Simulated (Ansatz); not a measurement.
The first iterations of a band of ClF3HOTa + ClH (9 atoms, charge 0, multiplicity 1).

These are results of Ansatz, RKS PBE0/def2-SVP, not measurements.

* movable images: 5
* climbing image: yes
* spring: 5.0 eV/Å²
* optimiser: quadratic models (default)
* start path: through a guess of the saddle point
* force threshold: 0.03 eV/Å
* iteration limit: 60
* end points: relaxed

Initial state:

```xyz
9
Properties=species:S:1:pos:R:3
Ta -0.169 -0.216 0.121
O 1.697 0.160 0.069
H 2.243 0.108 0.867
F 0.100 -0.540 1.964
F -0.118 -0.185 -1.753
Cl -1.538 1.585 0.399
F -0.959 -1.901 0.032
Cl 2.307 2.836 -1.610
H 2.301 1.639 -1.116
```

Final state:

```xyz
9
Properties=species:S:1:pos:R:3
Ta -0.107 0.521 -0.106
O 2.051 -0.263 -0.287
H 2.436 -0.426 0.587
F 0.527 0.621 1.672
F -0.027 0.152 -1.943
Cl -2.246 1.264 0.127
F -0.390 -1.307 0.205
Cl 0.971 2.572 -0.542
H 2.647 0.351 -0.740
```

| iteration | highest image above the first end (eV) | largest band force component (eV/Å) |
| --- | --- | --- |
| 1 | 4.493 | 5.432 |
| 2 | 2.306 | 3.048 |
| 3 | 0.889 | 2.219 |
| 4 | 0.303 | 0.692 |
| 5 | 0.391 | 0.628 |
| 6 | 0.319 | 0.603 |
| 7 | 0.296 | 0.548 |

Task: Does the band converge within its limit, and where does its top end?

Result: The forces met the threshold. It ended after 21 iterations with the highest image 0.145 eV above the first end. The profile has 2 maxima (images 1, 3) with wells between them (image 2): this band takes more than one step, which may be the mechanism or a detour left from its start path. A vibrational analysis at the climbing image gives one clearly imaginary mode, 405i cm⁻¹: a first-order saddle point. The orbitals stay closed-shell, which can raise the energy where a bond breaks towards radicals; this wasn't checked here.

The run took 6.1 min on 4 threads of Arm Neoverse V1 (shared host), peak memory 0.39 GiB.
